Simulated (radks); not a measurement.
The numbers below are computed, except where a source is named.
Ionisation of Nd3+, [Xe] 4f3, to Nd4+, [Xe] 4f2, under several functionals. Scalar-relativistic Kohn-Sham, spin-polarised, spherical densities, point nucleus; open shells are filled with parallel spins first (spin-orbit coupling, left out, can overturn this in heavy ions); a radial shooting solver on a logarithmic mesh with Libxc functionals. The NIST Atomic Spectra Database gives 40.60 eV (semi-empirical). Rank these functionals by the error of their Delta-SCF ionisation energy: LDA (Slater exchange, Perdew-Wang correlation); exchange-only LDA; SOGGA; RPBE; LDA (Slater exchange, VWN5 correlation); BLYP.

Answer. From best to worst: BLYP 40.738 eV (+0.138); SOGGA 40.887 eV (+0.287); RPBE 40.892 eV (+0.292); LDA (Slater exchange, Perdew-Wang correlation) 41.260 eV (+0.660); LDA (Slater exchange, VWN5 correlation) 41.269 eV (+0.669); exchange-only LDA 39.531 eV (-1.069). Open shells are spherical and high-spin; term and fine-structure splittings are not resolved. Spin-orbit splitting is averaged out at the scalar-relativistic level. No tabulated value is given for the 4+ ions of Nd, Pm and Eu to Yb, where it belongs to another shell than the one emptied here.
